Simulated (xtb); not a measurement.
Species: C2H5N, SMILES `CC=N` (charge 0, multiplicity 1).

### Question
Give a relaxed geometry from GFN2-xTB (xtb).

### Answer
the end point of this relaxation (outside a Z-matrix the atoms follow the SMILES, hydrogens last).
Cartesian coordinates (Å) in one orientation:
```xyz
8

C     -0.905     0.260    -0.176
C      0.425    -0.328     0.136
N      1.462     0.373     0.078
H     -0.796     1.309    -0.437
H     -1.563     0.161     0.686
H     -1.360    -0.280    -1.005
H      0.403    -1.394     0.412
H      2.333    -0.101     0.306
```
